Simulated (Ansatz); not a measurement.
Reactions of `[OH][Al]([OH])[Cl]`.

Calculated with Ansatz (gas phase, PBE0-D4/def2-TZVP geometries, no zero-point term in ΔE). CCSD(T)/CBS is the MP2 limit (def2-TZVPP, def2-QZVPP) plus CCSD(T) − MP2 in def2-TZVPP, frozen cores. This one scheme is used for every species. DFT in def2-TZVPP. For Se outer-core shells are correlated without core-valence functions, which leaves a few kJ/mol of doubt a bond. Scalar relativity is left out up to krypton. Each species was taken in one conformer, which may not be the lowest.

```
                                                        reaction  B2PLYP (kJ/mol)  CCSD/CBS(def2) (kJ/mol)  ωB97M-V (kJ/mol)
       `[OH][Al]([OH])[Cl]` + H₂Se → `[OH][Al]([OH])[SeH]` + HCl               50                       46                49
      `[OH][Al]([OH])[Cl]` + SiH₄ → `[OH][Al]([SiH3])[Cl]` + H₂O              129                      122               126
         `[OH][Al]([OH])[Cl]` + H₂O → `[OH][Al]([OH])[OH]` + HCl               23                       27                26
`[OH][Al]([OH])[Cl]` + `N[SiH3]` → `N[SiH2][Al]([OH])[Cl]` + H₂O              140                      134               137
```

Question: Give the CCSD(T)/CBS values in the same order. (Estimate.)

Answer: Ansatz gave: 45, 119, 28, 130 kJ/mol.

Largest T1 diagnostic: 0.012, for `[OH][Al]([OH])[OH]`.
